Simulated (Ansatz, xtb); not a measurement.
# Two structures of CH8AlN2+

We compare I, a singlet given by its coordinates, with II, a singlet given by its coordinates. Both are isolated ions in the gas phase, relaxed with r2SCAN-D4/def2-SVP.

I (Å):

```xyz
12

C    -0.5280   -1.4665    2.2290
Al   -2.0636   -0.6721    1.4053
N    -3.8053   -0.7720    1.4810
N    -1.6044    0.7036    0.0229
H     0.1178   -1.9816    1.4977
H     0.0993   -0.7218    2.7478
H    -0.8295   -2.2155    2.9792
H    -4.2903   -1.4066    2.1143
H    -4.5052   -0.2575    0.9523
H    -2.4233    1.1333   -0.4249
H    -1.0508    1.4820    0.4049
H    -1.0316    0.3230   -0.7420
```

Close contacts (Å): C1–Al2 1.92, Al2–N3 1.75, Al2–N4 2.00, C1–H5 1.10, C1–H6 1.10, C1–H7 1.10, N3–H8 1.02, N3–H9 1.02, N4–H10 1.03, N4–H11 1.03, N4–H12 1.03.

II (Å):

```xyz
12

C    -1.1740   -1.6127    2.4676
Al   -2.6033   -0.4070    0.2258
N    -0.9627   -0.6958    1.2956
N    -3.0666    1.2734    0.2225
H    -0.2295   -1.7743    3.0035
H    -1.5572   -2.5760    2.1054
H    -1.9056   -1.1619    3.1518
H    -0.2195   -1.0935    0.7049
H    -0.5727    0.1950    1.6301
H    -3.1593   -1.7436   -0.3506
H    -3.8994    1.6126   -0.2582
H    -2.5995    2.0688    0.6516
```

Close contacts (Å): C1–N3 1.50, Al2–N3 1.98, Al2–N4 1.74, C1–H5 1.10, C1–H6 1.10, C1–H7 1.10, Al2–H10 1.56, N3–H8 1.03, N3–H9 1.03, N4–H11 1.02, N4–H12 1.02.

Question: Estimate which is lower in electronic energy at CCSD(T)/def2-SVP + ΔMP2/def2-TZVPP, and by roughly how much.

Answer: The CCSD(T)/def2-SVP + ΔMP2/def2-TZVPP calculation puts structure I lower, by 18.9 kcal/mol.

Level by level:

| level | geometry | E(II) − E(I) (kcal/mol) | departure from the last row (kcal/mol) | job, with rough time for the two |
| --- | --- | --- | --- | --- |
| GFN2-xTB | GFN2-xTB | −4.6 | −23.5 | optimisation, 0.17 s |
| HF/STO-3G | GFN2-xTB | +9.4 | −9.5 | single point, 0.2 s |
| r2SCAN-D4/def2-SVP//GFN2-xTB | GFN2-xTB | +15.8 | −3.1 | single point, 1.6 s |
| r2SCAN-D4/def2-SVP | r2SCAN-D4/def2-SVP | +19.4 | +0.5 | optimisation, 66 s |
| HF/def2-SVP | r2SCAN-D4/def2-SVP | +15.2 | −3.7 | part of the CCSD(T) run |
| MP2/def2-SVP | r2SCAN-D4/def2-SVP | +17.9 | −0.9 | part of the CCSD(T) run |
| CCSD(T)/def2-SVP | r2SCAN-D4/def2-SVP | +16.4 | −2.5 | single point |
| CCSD(T)/def2-SVP + ΔMP2/def2-TZVPP | r2SCAN-D4/def2-SVP | +18.9 |  | single point, 11 s |

GFN2-xTB puts the two in the other order. The largest departure from CCSD(T)/def2-SVP + ΔMP2/def2-TZVPP is that of GFN2-xTB, 23.5 kcal/mol. The last row adds to CCSD(T) the change of the MP2 difference between the two basis sets, here +2.5 kcal/mol.

With harmonic frequencies from r2SCAN-D4/def2-SVP (ideal gas, rigid rotor, one conformer each, 298.15 K, 1 atm): on the last row, ΔE + ΔZPE = +18.9 kcal/mol. A mode under 50 cm⁻¹ makes harmonic enthalpies and free energies unreliable, so none is given.

The correlated steps freeze 8 core orbitals. Programs: Ansatz 0.2.0, xtb 6.7.1; the last row on 2 threads of Intel(R) Xeon(R) 6975P-C (Granite Rapids) on a shared host.
